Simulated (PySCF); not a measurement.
C2H4F2Si2, SMILES C#C[Si@H](F)[SiH2]F.

The structure is a stationary point at B3LYP-D3(BJ)/def2-SVP. The structure was generated by enumeration; whether it is a known compound was not checked. One conformer was computed; it need not be the lowest.

Method: PySCF with TDA-ωB97X/def2-SVPD.

Vertical excitations. Gas-phase values at a fixed geometry.

List the lowest excited states. (An estimate is asked for; the answer gives what the named calculation found.)


```json
[
 {"state": "S1", "energy (eV)": "5.58", "λ (nm)": "222", "f": "0.005", "main pairs": "HOMO→LUMO 66 %, HOMO−2→LUMO 10 %"},
 {"state": "S2", "energy (eV)": "6.08", "λ (nm)": "204", "f": "0.005", "main pairs": "HOMO−1→LUMO 35 %, HOMO→LUMO+1 20 %, HOMO→LUMO+2 11 %, HOMO−2→LUMO+2 8 %"},
 {"state": "S3", "energy (eV)": "6.29", "λ (nm)": "197", "f": "0.006", "main pairs": "HOMO−1→LUMO+2 50 %, HOMO−1→LUMO+1 30 %"},
 {"state": "S4", "energy (eV)": "6.50", "λ (nm)": "191", "f": "0.016", "main pairs": "HOMO→LUMO+1 32 %, HOMO−2→LUMO 20 %, HOMO→LUMO+2 17 %, HOMO→LUMO 13 %"},
 {"state": "S5", "energy (eV)": "6.92", "λ (nm)": "179", "f": "0.051", "main pairs": "HOMO−2→LUMO 37 %, HOMO→LUMO+1 21 %, HOMO−2→LUMO+1 12 %, HOMO→LUMO 7 %"},
 {"state": "S6", "energy (eV)": "7.78", "λ (nm)": "159", "f": "0.009", "main pairs": "HOMO−3→LUMO+1 56 %, HOMO−3→LUMO 21 %"},
 {"state": "S7", "energy (eV)": "8.06", "λ (nm)": "154", "f": "0.514", "main pairs": "HOMO→LUMO+2 51 %, HOMO−2→LUMO+2 11 %, HOMO−1→LUMO 11 %"},
 {"state": "S8", "energy (eV)": "8.29", "λ (nm)": "150", "f": "0.028", "main pairs": "HOMO→LUMO+3 39 %, HOMO−2→LUMO+1 17 %, HOMO−1→LUMO 9 %, HOMO−1→LUMO+1 9 %"},
 {"state": "S9", "energy (eV)": "8.38", "λ (nm)": "148", "f": "0.019", "main pairs": "HOMO−4→LUMO 53 %, HOMO→LUMO+3 14 %"},
 {"state": "S10", "energy (eV)": "8.43", "λ (nm)": "147", "f": "0.058", "main pairs": "HOMO−1→LUMO+1 25 %, HOMO→LUMO+3 18 %, HOMO−4→LUMO 16 %, HOMO−1→LUMO+2 13 %"},
 {"state": "T1", "energy (eV)": "4.85", "λ (nm)": "255", "f": "0", "main pairs": "HOMO−1→LUMO 33 %, HOMO→LUMO+1 12 %, HOMO→LUMO+2 10 %, HOMO−2→LUMO+2 6 %"},
 {"state": "T2", "energy (eV)": "5.12", "λ (nm)": "242", "f": "0", "main pairs": "HOMO→LUMO 68 %"},
 {"state": "T3", "energy (eV)": "5.34", "λ (nm)": "232", "f": "0", "main pairs": "HOMO→LUMO+1 27 %, HOMO−1→LUMO 26 %, HOMO→LUMO+2 13 %, HOMO−2→LUMO+2 11 %"},
 {"state": "T4", "energy (eV)": "5.67", "λ (nm)": "219", "f": "0", "main pairs": "HOMO−2→LUMO 21 %, HOMO→LUMO+1 17 %, HOMO→LUMO 12 %, HOMO→LUMO+2 11 %"}
]
```
Triplets are in the Tamm–Dancoff approximation.
